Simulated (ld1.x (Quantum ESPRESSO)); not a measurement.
# boron (B): excitation energies, all-electron against TM

```
Element                 : B
Generator               : ld1.x (Quantum ESPRESSO) 7.5
Type                    : norm-conserving Troullier–Martins (Kleinman–Bylander form)
Functional              : PBEsol
Relativity              : scalar-relativistic
Frozen core             : [He]
Valence charge          : 3
Reference configuration : 2s1.75 2p1.25
Partial waves           : 2s (bound): rc 1.70 bohr; 2p (bound): rc 3.05 bohr
Local potential         : the p channel
Core correction         : a·sin(br)/r model core, default radius (core density twice the valence density)
```

Energies are relative to the spin-unpolarised reference configuration 2s1.75 2p1.25; without spin polarisation the order of configurations can differ from experiment.

```json
{"valence configuration": "2s2 2p1", "charge": "0", "ΔE all-electron (eV)": "-1.452", "error AE − PS (meV)": "-1.3"}
{"valence configuration": "2s2 2p0", "charge": "+1", "ΔE all-electron (eV)": "6.687", "error AE − PS (meV)": "+91"}
{"valence configuration": "2s1 2p0", "charge": "+2", "ΔE all-electron (eV)": "31.949", "error AE − PS (meV)": "+306"}
{"valence configuration": "2s1 2p2", "charge": "0", "ΔE all-electron (eV)": "4.367", "error AE − PS (meV)": "-12"}
{"valence configuration": "2s2 2p1.3", "charge": "-0.3", "ΔE all-electron (eV)": "-2.177", "error AE − PS (meV)": "-3.6"}
{"valence configuration": "2s0 2p3", "charge": "0", "ΔE all-electron (eV)": "10.204", "error AE − PS (meV)": "-65"}
```

Question: What are ΔE and the potential's error for 2s1 2p1?

Answer: ΔE = 12.812 eV all-electron; the error (AE − PS) is -40 meV.
